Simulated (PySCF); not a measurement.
Molecule: SMILES [CH2]SC (C₂H₅S), doublet. Atoms near the plane z = 0.0 Å, at the PBE0/def2-SVP optimised geometry (x, y, z in Å): C1 (-0.7, 1.0, 0.0), S2 (-0.4, -0.7, 0.0), C3 (1.4, -0.7, 0.0), H4 (-1.8, 1.3, 0.0), H5 (0.0, 1.7, -0.3), H6 (1.8, -0.2, -0.9), H7 (1.8, -0.2, 0.9), H8 (1.7, -1.7, 0.0).

Method: PySCF 2.14.0 with unrestricted PBE0/def2-TZVP. Cells within 0.4 Å of a nucleus heavier than hydrogen are left out (blank, or x). The values are rescaled to run from 0 to 1.

```
|55555555555555555555555555555|
|55555555555555555555555555555|
|55555555555555555555555555555|
|55555555555555555555555555555|
|55555555555555555555555555555|
|55555555555555555555555555555|
|55555555555555555555555555555|
|55555555555555555555555555555|
|55555555555544355555555555555|
|55555553034532455555555555555|
|55555553013xx3555555555555555|
|55555555445xx4555555555555555|
|55555555555534555555555555555|
|55555555555434555555555555555|
|55555555555434455555555555555|
|5555555555569994445x455555555|
|555555555549xx9343xxx55555555|
|555555555549xx9343xxx55555555|
|55555555554399645541255555555|
|55555555555444555553145555555|
|55555555555555555553035555555|
|55555555555555555555455555555|
|55555555555555555555555555555|
|55555555555555555555555555555|
|55555555555555555555555555555|
|55555555555555555555555555555|
|55555555555555555555555555555|
|55555555555555555555555555555|
|55555555555555555555555555555|
```
Scale: ten equal steps from 0.000 (start of '0') to 1.00 (end of '9'), in the order '0123456789'; x runs from -4.00 to 4.00, y from -4.00 (bottom) to 4.00 (top).

Question: Which quantity is mapped?
(A) an orbital amplitude
(B) electrostatic potential
(C) spin density
(D) Laplacian of the electron density

Answer: D, Laplacian of the electron density. In full: Laplacian of the electron density (e/bohr⁵), clipped to [-1.50, 1.50].
